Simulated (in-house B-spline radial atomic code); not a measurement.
PBE hybrid excitations of Cu⁺

Method: PBE hybrid with 0 exact exchange. Computed with a B-spline radial code for spherical atoms: linear response of the closed shell [Ar] 3d10 with the functional's adiabatic kernel; scalar-relativistic (spin-free one-electron X2C), finite nucleus, no spin-orbit coupling, no double excitations, S, P, D and F terms only. Only terms of natural parity with L up to 3 were computed.

Command:
```bash
python run_td.py task.json out
```
Settings (radii: box in bohr, nucleus in fm):
```
Z                        29
electrons                28
configuration            [Ar] 3d10
hamiltonian              x2c
method                   pbeh
box_radius               41.61
exact_exchange_fraction  0
rms_radius               3.8823
intervals                75
```

Time taken, with all properties: 1.3 s on 1 thread of Intel(R) Xeon(R) Platinum 8488C (Sapphire Rapids) (shared host).

The lowest states, in the order of their Tamm-Dancoff energies; the method's threshold (minus the highest occupied level) is 13.659 eV. Labels give the largest channel, * marks a mixed state, and oscillator strengths are full-response dipole values. Semilocal kernels can invert the small singlet-triplet splittings of Rydberg terms. Energies in eV:

```json
{"state": "3d → 4s 3D", "full response": "1.315", "Tamm-Dancoff": "1.396", "oscillator strength": "-"}
{"state": "3d → 4s 1D", "full response": "1.916", "Tamm-Dancoff": "1.931", "oscillator strength": "-"}
{"state": "3d → 4p 3P", "full response": "?", "Tamm-Dancoff": "?", "oscillator strength": "-"}
{"state": "3d → 4p 3F", "full response": "6.768", "Tamm-Dancoff": "6.790", "oscillator strength": "-"}
{"state": "3d → 4p 1F", "full response": "?", "Tamm-Dancoff": "?", "oscillator strength": "-"}
{"state": "3d → 4p 1P", "full response": "7.594", "Tamm-Dancoff": "7.669", "oscillator strength": "0.342"}
{"state": "3d → 5s 3D", "full response": "10.506", "Tamm-Dancoff": "10.510", "oscillator strength": "-"}
{"state": "3d → 5s 1D", "full response": "10.575", "Tamm-Dancoff": "10.576", "oscillator strength": "-"}
{"state": "3d → 4d 3S", "full response": "11.404", "Tamm-Dancoff": "11.415", "oscillator strength": "-"}
{"state": "3d → 4d 3D", "full response": "11.596", "Tamm-Dancoff": "11.599", "oscillator strength": "-"}
```

(1) Where does 3d → 4p 3P lie?

(2) Where does 3d → 4p 1F lie?

(3) How large is the singlet-triplet splitting of 3d → 4s (D terms) in Tamm-Dancoff?

(4) What polarisabilities and dispersion coefficient does the method give?

Answers

(1) At 6.682 eV in full response, 6.714 eV in Tamm-Dancoff.

(2) At 6.973 eV in full response, 6.977 eV in Tamm-Dancoff.

(3) 0.535 eV, from the unrounded values.

(4) Dipole 8.353 bohr³, quadrupole 79.27 bohr⁵, C6 28.53 hartree·bohr⁶ for two such species.
